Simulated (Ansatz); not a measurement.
FK, triplet, at the geometry of the source list (a higher spin typed on purpose: for a closed-shell molecule this is an excited state); BHLYP/6-31G** run with Ansatz (a first-principles code).

Input for Ansatz:
Ansatz 0.2 input:
```yaml
crystal:
  periodic: [false, false, false]
  atoms:
    - {symbol: K, position_ang: [-0.53980000, -0.44520000, -0.72920000]}
    - {symbol: F, position_ang: [0.53980000, 0.44520000, 0.72920000]}
basis:
  gaussian:
    orbitals: 6-31G__.json
hamiltonian:
  xc: {name: BHLYP}
magnetization: {spin_polarized: true, initial_magnetization: 2}
accuracy: high
```
The basis file holds 6-31G** in the JSON format of the Basis Set Exchange.

Problem. Predict the main parts of the log of this Ansatz run.

Solution. 
```
Functional definition: BHLYP
879 factors; integrals over basis functions are off by at most 2.9e-9 eV
mean field evaluation 1: about -19035.5460 eV, gradient 5.0e0 eV
mean field evaluation 2: about -19035.7256 eV, gradient 1.3e0 eV
mean field evaluation 4: about -19035.7415 eV, gradient 1.4e-1 eV
mean field evaluation 8: about -19035.7459 eV, gradient 3.0e-3 eV
mean field evaluation 16: about -19035.7459 eV, gradient 5.5e-7 eV
mean field -19035.74588829 eV, -699.5507585025 hartree, gradient 1.1e-8 eV, S^2 2.002072; 1 other end points of the search recorded, 0 dependent functions left out
reference -19035.74590558 eV, -699.5507591382 hartree; 15, 13 occupied and 35, 37 virtual orbitals, 879 factors
Total energy: -19035.74590558 eV, -699.5507591382 hartree
```
